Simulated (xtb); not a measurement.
InCl3, SMILES [In]([Cl])([Cl])[Cl]. All values are semi-empirical tight-binding results from xtb (GFN2-xTB unless named), good for trends rather than for accurate numbers. Geometry optimised at GFN2-xTB. The isomer is the one that the SMILES or the coordinates give; other isomers of the formula were not compared.

Optimised geometry:

```xyz
4

In     0.0000     0.0000     0.0000
Cl     2.2963     0.0000     0.0000
Cl    -1.1481    -1.9886     0.0000
Cl    -1.1481     1.9886     0.0000
```
Charge 0, spin multiplicity 1.

For metal compounds this method's bond lengths and energies can be far off.

```
Quantity                                       Result
-------------------------------------  --------------
point group as xtb finds it                       D3h
orbital gap                                   3.10 eV
zero-point energy                        1.6 kcal/mol
G − E(el) at 298.15 K (modified RRHO)  -18.6 kcal/mol
```

**Question.** Give the atomic charges and the Wiberg bond orders between heavy atoms. (An estimate is asked for; the answer gives what the named calculation found.)

**Answer.** charges (e) In1 0.21, Cl2 -0.07, Cl3 -0.07, Cl4 -0.07. Bond orders In1–Cl2 1.08, In1–Cl3 1.08, In1–Cl4 1.08.
